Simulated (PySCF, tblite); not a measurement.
Isomers of C6H7O2S (doublet state), one GFN2-xTB conformer each. Single-point energies are computed at B3LYP/pcH-1 (PySCF, gas phase, no added dispersion term), electronic only. GFN2-xTB treats the open shell by occupation alone, and not every SCF solution was tested for stability.

Question: Rank them by B3LYP/pcH-1 energy, lowest first (kJ/mol).
A. `[CH3:1][C:2](=[O:3])/[C:4]=[CH:5]\[O:6][C:7]([CH3:8])=[S:9]` (doublet state) with C4–C5–O6–C7 -179°, C5–O6–C7–C8 179°
B. `[CH3:1][C:2](=[O:3])/[CH:4]=[C:5]\[O:6][C:7]([CH3:8])=[S:9]` (doublet state) with C1–C2–C4–C5 -2°, C4–C5–O6–C7 -102°, C5–O6–C7–C8 6°

Answer: A (0.0), B (20.8).

Neighbours under 21 kJ/mol apart (CC(=O)/[C]=C\OC(C)=S and CC(=O)/C=[C]\OC(C)=S) can change places with a better method, another conformer or zero-point energy. GFN2-xTB itself gives, in the same order: 0.0, 3.8. Both levels put the same isomer lowest.

What happens when harmonic zero-point energies from GFN2-xTB frequencies are added?

```csv
SMILES,ZPE (kJ/mol),electronic (kJ/mol),with ZPE (kJ/mol)
CC(=O)/[C]=C\OC(C)=S,293.5,0.0,0.0
CC(=O)/C=[C]\OC(C)=S,296.5,20.8,23.9
```

The zero-point energies span 3.0 kJ/mol. The order is unchanged.

As an exercise, what shares would exp(−E/RT) give at 500 K from these electronic energies alone (no entropy, no degeneracies)?

RT = 4.157 kJ/mol: CC(=O)/[C]=C\OC(C)=S 99.3 %, CC(=O)/C=[C]\OC(C)=S 0.7 %.
